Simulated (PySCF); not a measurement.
disilicic acid (H6O7Si2), SMILES O[Si](O)(O)O[Si](O)(O)O. Geometry optimised at PBE0-D3(BJ)/def2-SVP. One conformer was computed; it need not be the lowest.

**Question.** Give the equilibrium geometry at PBE0-D3(BJ)/def2-SVP (PySCF confirms it by a frequency run) as bond lengths and angles. (An estimate is asked for; the answer gives what the named calculation found.)

**Answer.** This is not unique; one that fits is 
Atoms: O1 Si2 O3 O4 O5 Si6 O7 O8 O9 H10 H11 H12 H13 H14 H15. Bonded distances (Å): O1–Si2 1.646, O1–H10 0.962, Si2–O3 1.644, Si2–O4 1.642, Si2–O5 1.659, O3–H11 0.972, O4–H12 0.961, O5–Si6 1.637, Si6–O7 1.645, Si6–O8 1.664, Si6–O9 1.640, O7–H13 0.962, O8–H14 0.962, O9–H15 0.961. Angles (°): Si2–O1–H10 114.2, O1–Si2–O3 107.9, O1–Si2–O4 108.0, O1–Si2–O5 112.1, O3–Si2–O4 115.6, O3–Si2–O5 108.2, O4–Si2–O5 105.2, Si2–O3–H11 112.3, Si2–O4–H12 115.4, Si2–O5–Si6 133.8, O5–Si6–O7 108.6, O5–Si6–O8 104.4, O5–Si6–O9 116.5, O7–Si6–O8 114.5, O7–Si6–O9 107.6, O8–Si6–O9 105.5, Si6–O7–H13 115.5, Si6–O8–H14 115.9, Si6–O9–H15 116.5.
Charge 0, spin multiplicity 1.
